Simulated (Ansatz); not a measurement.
CBr₄, charge -1, doublet, at the geometry of the source list (a state made from the parent by changing its charge; the spin is typed, not shown lowest) (a gas-phase anion, which may not be bound at this level); R2SCAN/def2-SVP run with Ansatz (a first-principles code).

Here is a job for Ansatz.
Ansatz 0.2 input:
```yaml
crystal:
  periodic: [false, false, false]
  atoms:
    - {symbol: Br, position_ang: [1.88530000, -0.43270000, -0.15840000]}
    - {symbol: C, position_ang: [-0.00000000, -0.00000000, -0.00000000]}
    - {symbol: Br, position_ang: [-0.26770000, 1.88070000, -0.39740000]}
    - {symbol: Br, position_ang: [-0.59920000, -0.37070000, 1.80840000]}
    - {symbol: Br, position_ang: [-1.01850000, -1.07720000, -1.25260000]}
basis:
  gaussian:
    orbitals: def2-SVP
hamiltonian:
  xc: r2scan
total_charge: -1
magnetization: {spin_polarized: true, initial_magnetization: 1}
accuracy: high
```

Problem. Predict the main parts of the log of this Ansatz run.

Solution. 
```
Functional definition: r2SCAN
2684 factors; integrals over basis functions are off by at most 4.6e-9 eV
mean field evaluation 1: about -281185.0995 eV, gradient 1.7e1 eV
mean field evaluation 2: about -281181.7656 eV, gradient 3.1e1 eV
mean field evaluation 4: about -281186.0506 eV, gradient 6.2e-1 eV
mean field evaluation 8: about -281186.0460 eV, gradient 2.3e-2 eV
mean field evaluation 16: about -281186.0460 eV, gradient 1.8e-5 eV
mean field evaluation 32: about -281185.2495 eV, gradient 9.5e0 eV
mean field -281186.04600945 eV, -10333.3965961000 hartree, gradient 6.3e-8 eV, S^2 0.752025; 3 other end points of the search recorded, 0 dependent functions left out
reference -281186.04601056 eV, -10333.3965961406 hartree; 74, 73 occupied and 68, 69 virtual orbitals, 2684 factors
Total energy: -281186.04601056 eV, -10333.3965961406 hartree
```
